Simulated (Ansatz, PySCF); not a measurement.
Complex: HF (SMILES F) (first 2 atoms) with CH2F2 (SMILES FCF); geometry from B3LYP-D3(BJ)/def2-TZVP, rigid monomers moved along the line of their centres of mass till H2···F3 is 2.55 Å.
(charge 0, multiplicity 1):
| atom | x (Å) | y (Å) | z (Å) |
|---|---|---|---|
| F | -0.1266 | 0.0956 | -0.0637 |
| H | 0.1928 | 0.6239 | 0.6339 |
| F | 0.8127 | 0.9333 | 3.0897 |
| C | 0.4457 | -0.1459 | 3.8739 |
| F | -0.6569 | 0.2046 | 4.5739 |
| H | 1.2658 | -0.3445 | 4.5629 |
| H | 0.2076 | -0.9765 | 3.2102 |

Interaction energies are E(AB) − E(A) − E(B) at the monomers' geometry in the complex; basis-set methods are counterpoise corrected.

Correlated levels freeze the cores. CBS(a, b) extrapolates the correlation energy as X⁻³ and adds the Hartree–Fock energy of set b.

Programs: Ansatz (a program for electronic structure) with Gaussian orbitals; PySCF for the dispersion terms. Values without a source in brackets are computed.

PBE/def2-TZVPPD gives -2.22 kcal/mol for the interaction energy.

**Question.** Where do these levels fall relative to PBE: PBE-D3(BJ)/def2-TZVPPD, r2SCAN/def2-TZVPPD, PBE0/def2-TZVPPD, wB97M-V/def2-TZVPPD, MP2/CBS(aug-cc-pVDZ, aug-cc-pVTZ), MP2/CBS(aug-cc-pVDZ, aug-cc-pVTZ) + ΔCCSD(T)/aug-cc-pVDZ.

**Answer.** PBE-D3(BJ)/def2-TZVPPD -0.29; r2SCAN/def2-TZVPPD -0.12; PBE0/def2-TZVPPD 0.01; wB97M-V/def2-TZVPPD -0.16; MP2/CBS(aug-cc-pVDZ, aug-cc-pVTZ) -0.17; MP2/CBS(aug-cc-pVDZ, aug-cc-pVTZ) + ΔCCSD(T)/aug-cc-pVDZ -0.20 kcal/mol. 1 of 6 lie above PBE; the widest gap is to PBE-D3(BJ)/def2-TZVPPD.
